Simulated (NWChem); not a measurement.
System: GeBrCl, singlet; SMILES [Cl][Ge][Br]

The following NWChem deck was run.

```
start job
memory heap 200 mb stack 900 mb global 1100 mb
geometry units angstroms noautoz
  Ge     0.784273    -0.618150     0.000000
  Cl    -0.993817    -1.949498     0.000000
  Br    -0.224072     1.536527     0.000000
end
basis spherical
  * library aug-cc-pvtz
end
dft
  xc pbe0
  iterations 150
  mulliken
end
task dft energy
```

Low-valent species are run as closed-shell singlets; no triplet was tried in these runs. Structure relaxed at the B3LYP/6-31G* (spherical d) level.

**Question.** Give the results of this calculation. (PBE0/aug-cc-pVTZ.) Quantities: basis functions; energy (Ha); highest occupied level (eV); orbital gap (eV); dipole (D).

**Answer.** The number of basis functions is 168, the energy (Ha) is -5110.85 and the highest occupied level (eV) is -8.03. The orbital gap (eV) is 4.73 and the dipole (D) comes out as 2.10.
